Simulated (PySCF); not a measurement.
**YbP: energy against distance**

Set-up: basis Yb x2c-TZVPall, P x2c-TZVPall; spin-free X2C with a Gaussian nucleus; PySCF 2.14. Energies in eV from Yb (4f14 6s2) + P in their ground configurations at the same level. State: doublet, about 13.9 electrons in the 4f shell (Mulliken).

```json
{"R (Å)": "2.188", "PBE0": "-0.387", "r²SCAN": "-1.140"}
{"R (Å)": "2.290", "PBE0": "-0.795", "r²SCAN": "-1.438"}
{"R (Å)": "2.391", "PBE0": "-1.023", "r²SCAN": "-1.572"}
{"R (Å)": "2.468", "PBE0": "-1.102", "r²SCAN": "-1.596"}
{"R (Å)": "2.544", "PBE0": "-1.122", "r²SCAN": "-1.572"}
{"R (Å)": "2.620", "PBE0": "-1.097", "r²SCAN": "-1.509"}
{"R (Å)": "2.722", "PBE0": "-1.013", "r²SCAN": "-1.378"}
{"R (Å)": "2.849", "PBE0": "-0.856", "r²SCAN": "-1.168"}
{"R (Å)": "3.002", "PBE0": "-0.626", "r²SCAN": "-0.886"}
{"R (Å)": "3.205", "PBE0": "-0.296", "r²SCAN": "-0.508"}
```

Problem. Put a parabola through the three lowest points of the PBE0 curve and estimate Re, k and ωe (reduced mass 26.29 u; 1 eV/Å² = 0.16022 mdyn/Å; ωe = 1302.8·√(k/μ) cm⁻¹).

Solution. Through R = 2.468, 2.544, 2.62 Å the second-order coefficient is 3.90 eV/Å², so Re ≈ 2.540 Å, k ≈ 1.25 mdyn/Å and ωe ≈ 284 cm⁻¹. A polynomial fit of higher order to the unrounded PBE0 energies gives Re = 2.536 Å, k = 1.27 mdyn/Å, ωe = 287 cm⁻¹; anharmonicity and rounding make the difference.

The higher-order fit for each curve: PBE0: Re = 2.536 Å, ωe = 287 cm⁻¹, De = 1.12 eV; r²SCAN: Re = 2.465 Å, ωe = 295 cm⁻¹, De = 1.60 eV.

⟨S²⟩ of the unrestricted solution departs from its pure value on part of the curve, where spin states mix. Spin–orbit coupling is left out, which matters for elements this heavy, above all for dissociation energies. With d or f electrons several states lie close, and the lowest PBE0 determinant need not be the measured ground state.
